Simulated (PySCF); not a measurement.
**Orbital picture of TiC⁻**

ωB97M-V at R = 1.644 Å; PySCF, no relativity, basis sets Ti def2-TZVPPD, C def2-TZVPPD. State: ²Σ⁺ (doublet), unpaired electrons σ ↑. Only the outer orbitals are listed, counted within each symmetry.

```
spin  orbital  occ.  ε (eV)  on Ti (%)          main shells (%)
   α       2π     1  -37.13        100                 100 Ti p
   α       2π     1  -37.13        100                 100 Ti p
   α       6σ     1  -36.53         98                  98 Ti p
   α       7σ     1  -10.10         13          87 C s, 10 Ti d
   α       3π     1   -2.50         51  49 C p, 42 Ti d, 8 Ti p
   α       3π     1   -2.50         51  49 C p, 42 Ti d, 8 Ti p
   α       8σ     1   -2.24         48  45 Ti d, 35 C p, 18 C s
   α       9σ     1   -1.26         96         68 Ti s, 24 Ti p
   α       4π     0    3.62         93         82 Ti p, 11 Ti d
   α       4π     0    3.62         93         82 Ti p, 11 Ti d
   β       2π     1  -37.15        100                 100 Ti p
   β       2π     1  -37.15        100                 100 Ti p
   β       6σ     1  -36.63         97                  97 Ti p
   β       7σ     1   -9.70         16          84 C s, 11 Ti d
   β       3π     1   -2.41         54          46 C p, 46 Ti d
   β       3π     1   -2.41         54          46 C p, 46 Ti d
   β       8σ     1   -1.83         62  53 Ti d, 20 C p, 18 C s
   β       9σ     0    3.39         88  44 Ti s, 41 Ti p, 8 C p
   β       4π     0    3.75         95                  88 Ti p
   β       4π     0    3.75         95                  88 Ti p
```

Problem. Which are the highest filled and the lowest empty level, where do they sit, and how wide is the gap?

Solution. Highest filled α 9σ at -1.26 eV (in %: 68 Ti s, 24 Ti p); lowest empty β 9σ at 3.39 eV (in %: 44 Ti s, 41 Ti p, 8 C p); the gap at ωB97M-V is 4.65 eV. An empty level above zero is unbound, and its energy depends on the basis.

| Property | Result |
| --- | --- |
| bond order (Mayer) | 3.08 |
| ⟨S²⟩ | 0.773 |
| charge on Ti (Mulliken, basis-dependent) | -0.29 |
| charge on Ti (Löwdin, basis-dependent) | -0.54 |
| dipole moment (positive dipole points towards C; it is taken about the centre of mass and depends on that origin) | -3.50 D |

With d or f electrons several states lie close, and the lowest PBE0 determinant need not be the measured ground state.
